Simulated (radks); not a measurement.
All-electron atom: Tl+ in [Xe] 4f12.5 5d10 6s1 6p2.5 (fractional occupations, a model configuration).

All-electron calculation, scalar-relativistic Kohn-Sham, r2SCAN, spin-polarised, spherical densities, finite nucleus; open shells are filled with parallel spins first (spin-orbit coupling, left out, can overturn this in heavy ions); meta-GGA in the generalised Kohn-Sham scheme; Fermi nuclear charge, rms radius 5.4759 fm. Program: a radial shooting solver on a logarithmic mesh with Libxc functionals.

Energy parts (eV):
part                       energy
total                  -550639.19
kinetic                 619904.56
electron-nucleus      -1370323.52
Hartree                 210037.79
exchange-correlation    -10258.01

Orbitals (lengths in bohr, moments of r in powers of bohr; <r^-3> diverges for s and p1/2; r(max) is where P^2 peaks):
| orbital | occ. | eigenvalue (eV) | <r^-3> | r(max) |
|---|---|---|---|---|
| 1s up | 1 | -85725.91 | - | 0.01003 |
| 1s down | 1 | -85725.82 | - | 0.01003 |
| 2s up | 1 | -15327.64 | - | 0.05813 |
| 2s down | 1 | -15327.60 | - | 0.05813 |
| 2p up | 3 | -13189.06 | 28140 | 0.04833 |
| 2p down | 3 | -13188.99 | 28140 | 0.04833 |
| 3s up | 1 | -3705.456 | - | 0.1638 |
| 3s down | 1 | -3703.699 | - | 0.1638 |
| 3p up | 3 | -3087.293 | 6514 | 0.1637 |
| 3p down | 3 | -3085.495 | 6518 | 0.1637 |
| 3d up | 5 | -2444.411 | 794.0 | 0.1336 |
| 3d down | 5 | -2443.038 | 794.6 | 0.1336 |
| 4s up | 1 | -864.9592 | - | 0.3683 |
| 4s down | 1 | -862.1397 | - | 0.3683 |
| 4p up | 3 | -660.3537 | 1607 | 0.3878 |
| 4p down | 3 | -657.6362 | 1605 | 0.3878 |
| 4d up | 5 | -419.4807 | 174.3 | 0.3937 |
| 4d down | 5 | -416.7809 | 173.9 | 0.3938 |
| 4f up | 7 | -154.0636 | 35.54 | 0.3549 |
| 4f down | 5.5 | -151.2532 | 35.43 | 0.3553 |
| 5s up | 1 | -158.4634 | - | 0.7976 |
| 5s down | 1 | -157.4164 | - | 0.7999 |
| 5p up | 3 | -100.6259 | 305.3 | 0.8864 |
| 5p down | 3 | -99.9306 | 302.1 | 0.8891 |
| 5d up | 5 | -34.5146 | 21.91 | 1.064 |
| 5d down | 5 | -33.5775 | 22.43 | 1.063 |
| 6s up | 1 | -22.9614 | - | 1.945 |
| 6s down | 0 | -18.9113 | - | 1.902 |
| 6p up | 2.5 | -12.6170 | 30.39 | 2.416 |

The highest occupied level is 6p up at -12.617 eV. The configuration is held as typed, so some empty levels lie below it. Spin moment in Bohr magnetons: 5. Summed over all electrons, <r^2> = 61.75 bohr^2, which gives a Langevin (diamagnetic) susceptibility term of -48.9 x 10^-6 cm^3/mol. The spin density at the nucleus is 286.5 e/bohr^3 (1s 0.2, 2s -0.1, 3s -22.9, 4s 13.5, 5s 24.7, 6s 271.0). The density falls to 0.001 e/bohr^3 at r = 4.42 bohr. The electron density at the nucleus is 2.719e+06 e/bohr^3 (large components only).
